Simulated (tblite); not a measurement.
Species: C4H13BF2N2Si.
Cartesian coordinates in Å at the GFN2-xTB level; atoms count from 1:
```
atom  x, y, z in Å
C1    -2.252   -0.271    0.852
N2    -1.635   -0.201   -0.451
C3    -2.605   -0.286   -1.510
Si4   -0.151    0.626   -0.709
N5     0.871    0.124    0.585
C6     1.093   -1.281    0.835
C7     2.053    0.915    0.863
B8     3.236    0.749   -0.178
F9     3.087    0.223   -1.376
F10    4.465    1.165    0.065
H11   -1.492   -0.166    1.621
H12   -2.754   -1.237    0.973
H13   -3.000    0.519    0.985
H14   -3.177   -1.213   -1.418
H15   -3.311    0.554   -1.482
H16   -2.101   -0.276   -2.471
H17    0.241    0.261   -2.074
H18   -0.178    2.094   -0.570
H19    1.323   -1.436    1.894
H20    0.196   -1.836    0.580
H21    1.930   -1.672    0.244
H22    1.759    1.970    0.867
H23    2.396    0.699    1.884
```

Computed values, GFN2-xTB/tblite, gas phase, harmonic and unscaled. Against measured fundamentals such values can be off by several per cent, at times by over 20. Modes of hydrogen on silicon can be 10 to 20 % off. One conformer, not necessarily the lowest.

Harmonic wavenumbers (cm⁻¹): 28.4, 44.3, 55.9, 68.7, 117.7, 128.5, 173.5, 206.1, 216.7, 237.0, 260.0, 284.5, 301.8, 363.8, 377.0, 400.8, 416.1, 521.9, 539.0, 633.9, 680.7, 715.6, 748.0, 807.2, 811.3, 831.8, 1037.6, 1043.7, 1056.0, 1091.8, 1099.4, 1114.0, 1129.9, 1199.9, 1212.4, 1226.0, 1275.0, 1303.1, 1304.1, 1310.3, 1411.3, 1415.7, 1425.9, 1442.6, 1475.9, 1486.3, 1491.1, 1502.0, 1503.4, 1511.7, 2146.7, 2239.8, 2883.8, 2884.9, 2890.9, 2892.9, 2932.0, 2936.6, 2938.4, 2947.4, 3045.7, 3049.4, 3050.9.

A = 2561, B = 523.7, C = 485.6 MHz; mass 166.091 u (most abundant isotopes); point group C1, symmetry number 1.

Task: Zero-point energy?

Result: ½Σν̃ = 38939 cm⁻¹ = 111.33 kcal/mol.

Task: What is S at 500 K and 1 bar for an ideal gas of classical rigid rotors and harmonic oscillators?

Result: Translation 43.83, rotation 32.12, vibration 73.48: S = 149.4 cal/(mol K).

Task: And Cp and H(500 K) − H(0)?

Result: Cp = 70.90 cal/(mol K), of which vibrations give 62.95 (their classical limit is 63 R = 125.2); H(500 K) − H(0) = 21.52 kcal/mol without the zero-point energy, 17.55 from vibrations.

Task: How do the functions run with temperature in this model?

Result: 
```tsv
T (K)	S (cal/(mol K))	Cp (cal/(mol K))	H − H(0) (kcal/mol)	G − H(0) (kcal/mol)	ln q(vib)
100	79.1	25.5	1.68	-6.23	3.57
200	101.0	38.6	4.91	-15.28	7.90
300	118.8	50.1	9.34	-26.29	11.93
800	187.8	92.1	46.24	-103.97	29.30
1000	209.4	101.4	65.64	-143.73	35.34
```

q(vib) and H(0) count from the zero-point level.

Task: Blend soft modes into free rotors: weight 1/[1 + (100 cm⁻¹/ν̃)⁴] for the oscillator and the rest for a rotor with moment μB/(μ + B), μ = h/(8π²ν), B = 10⁻⁴⁴ kg m². What vibrational entropy results?

Result: 65.94 cal/(mol K) in place of 73.48, which changes −T·S at 500 K by +3.77 kcal/mol.

Hindered rotation and anharmonicity are outside this model. Other conformers, if any are populated, would add a mixing term that is left out. The structure is chiral; the term R ln 2 for an equal mix with its mirror image is left out.
